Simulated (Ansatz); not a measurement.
Correlation energies of C2H10FHfN3 (`C[N](C)[Hf]([NH2])([NH2])[F]`) by basis set

```xyz
17

C     0.9950   -0.0435   -1.7907
N     0.7300   -0.2024   -0.3788
C     1.6659   -1.0874    0.2647
Hf   -0.8149    0.8872    0.3584
N    -0.7611    0.7830    2.3955
N    -2.5068   -0.0536   -0.2883
F    -0.7074    2.7164   -0.2649
H     0.9170   -0.9985   -2.3306
H     0.2784    0.6464   -2.2547
H     1.9993    0.3634   -1.9775
H     1.6290   -2.0982   -0.1681
H     1.4434   -1.1680    1.3302
H     2.7011   -0.7291    0.1599
H    -0.2317    1.3939    3.0025
H    -1.3533    0.1977    2.9669
H    -3.4385    0.3380   -0.2645
H    -2.5454   -0.9454   -0.7600
```

Total charge 0; spin multiplicity 1. Correlated methods include outer-core shells of Hf, which these sets cover unevenly. Hf takes the def2 core potential. All single points use the PBE0-D4/def2-TZVP geometry. It is one conformer, not always the lowest. Frozen core, restricted reference, the Gaussian-basis code of Ansatz.

| basis | HF (Eh) | MP2 corr. | CCSD corr. | (T) | CCSD(T) total |
| --- | --- | --- | --- | --- | --- |
| def2-SVP | -391.74185 | -1.22478 | ? | -0.03756 | ? |
| def2-TZVPP | -392.17212 | -1.58051 | -1.61494 | ? | ? |
| def2-QZVPP | ? | ? | – | – | – |

Question: Fill in the withheld values. (Best estimate.)

Answer: Computed: def2-SVP CCSD corr.: -1.27741; def2-SVP CCSD(T) total: -393.05682; def2-TZVPP (T): -0.06398; def2-TZVPP CCSD(T) total: -393.85104; def2-QZVPP HF (Eh): -392.18945; def2-QZVPP MP2 corr.: -1.72099.
